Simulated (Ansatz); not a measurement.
`N[SiH](O)BO` + `CO[Si](C)(N)F` → `C[Si](N)(F)BO` + `CO[SiH](N)O`  (redistribution)

Computed with Ansatz on PBE0-D4/def2-TZVP structures; ΔE is electronic, products minus reactants. CCSD(T)/CBS is the MP2 limit (def2-TZVPP, def2-QZVPP) plus CCSD(T) − MP2 in def2-TZVPP, frozen cores. One conformer a species, not always the lowest.

| species | SCS-MP2/def2-QZVPP energy (Eh) |
| --- | --- |
| `N[SiH](O)BO` | -522.52729 |
| `CO[Si](C)(N)F` | -599.67913 |
| `C[Si](N)(F)BO` | -585.81587 |
| `CO[SiH](N)O` | -536.39083 |

Q: Work out ΔE.

A: ΔE = (-585.81587) + (-536.39083) − (-522.52729) − (-599.67913) = -0.00028 Eh = -0.7 kJ/mol. CCSD(T)/CBS gives -0.2 kJ/mol.

Largest T1 diagnostic among the species: 0.013.
